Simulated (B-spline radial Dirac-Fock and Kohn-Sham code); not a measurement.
Run log: Ce³⁺

ΔSCF core binding energies without Breit or QED terms, calculated with a radial B-spline solver. Keys: rel is the Hamiltonian (dirac, or spin-free x2c and nr, where L3 and M5 stand for the whole 2p and 3d shells), method is hf or an exchange,correlation pair (spin-unpolarised, also for the hole states), nuc the nuclear model, radius_factor scales its radius, rmax is the box in bohr, h the logarithmic mesh step, order the B-spline order, points the quadrature points per cell, c_factor scales the speed of light, and damp, ndamp, maxit and tol steer the iteration. The run stops when the commutator error falls below 10·tol·max(1, Z/10), or the numerical noise floor, and the energy has settled to about 1e-8 Ha; the virial ratio is −V/T.

Input (task.json):

```json
{"items": [{"Z": 58, "q": 3, "cfg": [[1, 0, 2], [2, 0, 2], [2, 1, 6], [3, 0, 2], [3, 1, 6], [3, 2, 10], [4, 0, 2], [4, 1, 6], [4, 2, 10], [4, 3, 1], [5, 0, 2], [5, 1, 6]], "A": 140, "rrms": 4.8771, "do": "settings", "holes": ["K", "L3", "M5"],
  "settings": [{"rel": "dirac", "method": "lda,vwn", "nuc": "fermi", "radius_factor": 1.0, "rmax": 45.0, "h": 0.3, "order": 8, "points": 10, "c_factor": 1.0, "maxit": 60, "damp": 0.5, "ndamp": 3, "tol": 1e-08}]}]}
```

Command: `python xray2_run.py task.json out`

Ground-state iterations:

```
iter   energy (Ha)        error
   1    -8845.96551794  1.76e+00
   2    -8850.55017261  6.24e-01
   3    -8856.65528713  1.10e-01
   4    -8856.84355620  2.63e-02
   5    -8856.85141995  1.14e-02
   6    -8856.85293403  3.86e-03
   7    -8856.85312130  2.77e-04
   8    -8856.85312226  8.29e-06
   9    -8856.85312226  7.36e-07
  10    -8856.85312226  1.43e-08
```

The ground state converged in 10 iterations, with total energy -8856.85312 Ha, virial ratio 1.93240 and highest orbital energy -28.83 eV. ΔSCF binding energies: K (1s) 40619.8 eV, L3 (2p3/2) 5741.7 eV, M5 (3d5/2) 914.2 eV.
